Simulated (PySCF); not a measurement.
## Continuum solvent and chemical shifts

Mapped SMILES: `[cH:1]1[cH:2][cH:3][n:4]([B:5]2[O:6][CH2:7][CH2:8][O:9]2)[cH:10]1`; H(Xn) means a hydrogen on atom n.

GIAO PBE0/pcSseg-1 in PySCF 2.14 on one PBE0-D3(BJ)/def2-SVP conformer, non-relativistic, equivalent nuclei averaged. Solvents enter as an IEF-PCM continuum (acetonitrile with ε = 35.7) around the gas-phase geometry. Shifts are referred to TMS, BF3·OEt2 computed in the same medium.

Gas phase, δ in ppm: C3/C10 127.0, C1/C2 118.2, C7/C8 68.3, B5 23.9, H(C3)/H(C10) 7.08, H(C1)/H(C2) 6.42, H(C7)/H(C8) 4.33. Dipole moment 3.36 D.

Q: How does each δ change in the continuum?

A: 
```json
{"atoms": "C3/C10", "environment": "aromatic CH next to a ring nitrogen", "Δδ, acetonitrile": "+2.0"}
{"atoms": "C1/C2", "environment": "aromatic CH", "Δδ, acetonitrile": "+0.2"}
{"atoms": "C7/C8", "environment": "sp3 CH2 bonded to O", "Δδ, acetonitrile": "+1.4"}
{"atoms": "B5", "environment": "boron bonded to N, 2 O, in a 5-membered ring", "Δδ, acetonitrile": "+0.8"}
{"atoms": "H(C3)/H(C10)", "environment": "hydrogen on an aromatic CH next to a ring nitrogen", "Δδ, acetonitrile": "+0.19"}
{"atoms": "H(C1)/H(C2)", "environment": "hydrogen on an aromatic CH", "Δδ, acetonitrile": "+0.17"}
{"atoms": "H(C7)/H(C8)", "environment": "hydrogen on an sp3 CH2 bonded to O", "Δδ, acetonitrile": "+0.22"}
```

Changes are relative to the gas phase. The dipole moment becomes 4.15 D in acetonitrile.

Q: Which nuclei move most (in ppm), and what does the model miss?

A: C3/C10 (aromatic CH next to a ring nitrogen, +2.0 ppm) in acetonitrile. A continuum only polarises the solute; specific hydrogen bonds, the anisotropy of aromatic solvents and changes of geometry or conformer are outside it.
